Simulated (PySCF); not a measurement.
The complex [Ni(H2O)4]2+ (charge +2) contains Ni(II), shell d8. The structure is a model geometry with rigid ligands and bond lengths from ionic radii and bond length changed to 0.92 of its base value, not a minimum; coordination tetrahedral, point group D2d, metal–donor distances 1.78 Å.

```
13

Ni    0.000    0.000    0.000
O     1.025    1.025    1.025
H     0.809    1.905    1.357
H     1.905    0.809    1.357
O    -1.025   -1.025    1.025
H    -0.809   -1.905    1.357
H    -1.905   -0.809    1.357
O    -1.025    1.025   -1.025
H    -1.905    0.809   -1.357
H    -0.809    1.905   -1.357
O     1.025   -1.025   -1.025
H     1.905   -0.809   -1.357
H     0.809   -1.905   -1.357
```

Method (PySCF 2.14, density fitting): CASSCF(8,5) with orbitals averaged over all microstates of the shell, strongly contracted NEVPT2 on the averaged canonical orbitals; basis x2c-TZVPall on the metal, x2c-SVPall elsewhere; spin-free X2C; gas phase; spin-orbit coupling by state interaction with the mean-field operator over all roots.

Q: What is the ground state?

A: 3E (from 3T1) (S = 1, orbital degeneracy 2), with 3.9 electrons in the lower (e-type) set and 4.1 in the upper (t2-type) set, by NEVPT2.

Q: List the excited states of the same spin.

A: By NEVPT2: 3A2 (from 3T1) at 1764 cm⁻¹; 3B2 (from 3T2) at 3002 cm⁻¹; 3E (from 3T2) at 8134 cm⁻¹ (1229 nm); 3B1 (from 3A2) at 13358 cm⁻¹ (749 nm); 3E (from 3T1) at 20567 cm⁻¹ (486 nm); 3A2 (from 3T1) at 22270 cm⁻¹ (449 nm). The strongest, at 22270 cm⁻¹, has f = 1.2e-04.

Q: Which is the lowest state of another spin?

A: 1A1 (from 1E) at 14707 cm⁻¹ by NEVPT2; CASSCF alone puts it at 17063 cm⁻¹ above the same ground state.

Q: What ligand-field parameters describe the result?

A: At CASSCF level (the NEVPT2 levels don't fit a ligand-field model well): orbital energies 0, 3459, 7095, 7095, 8116 cm⁻¹; 10Dq = 5706 cm⁻¹ (difference of the means of the two sets); B = 1232 cm⁻¹; C = 4633 cm⁻¹; B over its free-ion value at the same level 0.935; rms of the fit 146 cm⁻¹; ζ = 636 cm⁻¹ (free ion 660).

Q: What are the magnetic parameters?

A: Degenerate or low-lying orbital states mix with the ground state, so no spin-only Hamiltonian applies. The lowest spin-orbit level is 1-fold; the next lies at 205.7 cm⁻¹. μeff is 3.99 μB at 300 K and 1.04 μB at 10 K; the spin-only value is 2.83 μB.

The geometry is a model, and the complex may not exist in this form. The ground state is orbitally degenerate in this regular structure, which would distort (Jahn–Teller), so its moment is that of the undistorted model. NEVPT2 lifts 3E (from 3T2) from 6320 to 8134 cm⁻¹; on the d shell alone such lifts tend to overshoot.

The job took 7.9 s on one thread of Intel Xeon Platinum 8559C (shared host), with 144 basis functions, launched as `OMP_NUM_THREADS=1 python lf_run.py task.json out`.
